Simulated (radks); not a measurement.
Values are calculated unless marked as measured or tabulated.
Problem. All-electron atom: Cs in [Xe] 6s0.5 6p0.5 (fractional occupations, a model configuration). Level of theory: scalar-relativistic Kohn-Sham, r2SCAN, spin-polarised, spherical densities, finite nucleus; open shells are filled with parallel spins first (spin-orbit coupling, left out, can overturn this in heavy ions); meta-GGA in the generalised Kohn-Sham scheme; Fermi nuclear charge, rms radius 4.8041 fm (a radial shooting solver on a logarithmic mesh with Libxc functionals). Some entries of the table are withheld. Estimate them.

orbital,occ.,eigenvalue (eV),r(max) (bohr)
1s up,1,-35859.69,0.01678
1s down,1,-35859.69,0.01678
2s up,1,-5643.511,0.09483
2s down,1,-5643.510,0.09483
2p up,3,-5059.413,0.07620
2p down,3,-5059.411,0.07620
3s up,1,-1180.795,0.2721
3s down,1,-1180.792,0.2721
3p up,3,-991.6598,0.2663
3p down,3,-991.6567,0.2663
3d up,5,-714.4082,0.2207
3d down,5,-714.4051,0.2207
4s up,1,-226.0117,0.6429
4s down,1,-226.0038,0.6429
4p up,3,-165.2093,0.6730
4p down,3,-165.2013,0.6730
4d up,5,-76.4059,0.7205
4d down,5,-76.3943,0.7205
5s up,1,(1),1.550
5s down,1,(2),1.550
5p up,3,(3),1.779
5p down,3,(4),1.780
6s up,0.5,-2.5394,5.077
6p up,0.5,-1.1669,6.647

Solution. 
(1) 5s up eigenvalue (eV): -28.2654
(2) 5s down eigenvalue (eV): -28.2349
(3) 5p up eigenvalue (eV): -14.6620
(4) 5p down eigenvalue (eV): -14.6317
